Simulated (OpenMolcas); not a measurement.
Au4+ among 8 point charges of -1 e arranged as a cube (Oh).

| Property | Result |
| --- | --- |
| Program | OpenMolcas 26.06 |
| Method | SS-CASPT2, IPEA 0.25 Eh, imaginary shift 0.1 Eh (closed shells correlated: 5s 5p) |
| Basis | ANO-RCC-VDZP [7s6p4d2f] |
| Scalar Hamiltonian | DKH2, point nucleus |
| Active space | 7 electrons in 5 orbitals (5d) |
| State averaging | 2S+1 = 4 even, 10 roots; 2S+1 = 2 even, 40 roots |
| Spin-orbit coupling | RASSI with atomic mean-field integrals over the reference wave functions |

All point charges move together. At R = 1.84 Å the first state of the same spin is 5570 cm-1, and at R = 2.07 Å it is 3250 cm-1.

Q: A third run gives 4060 cm-1. What distance was it run at?

A: With a power law R^-n the two known points give n = -ln(3250 / 5570) / ln(2.07 / 1.84) = 4.57. Then R = 1.84 × (5570 / 4060)^(1/4.57) = 1.972 Å. The run was at 1.98 Å, so the estimate is off by -0.008 Å.

Roots that are degenerate in the reference are averaged as groups; the widest CASPT2 spread within a group is 290 cm-1 (the 3-fold group of multiplicity 2 near 29700 cm-1 above the lowest state of its run, R = 1.84). Shifts and gaps below about the spread of the groups concerned are not significant. Free-ion shares, where given, are those of the reference states; single-state CASPT2 does not remix them. Spin-orbit coupling mixes the spin-free states strongly: the lowest level takes only 50 % from its leading state, 4A2 (figures for R = 1.84; the like holds for R = 1.98, R = 2.07). Point charges carry no covalency, so the field is a model and not that of real ligands. No measured value stands beside these numbers.
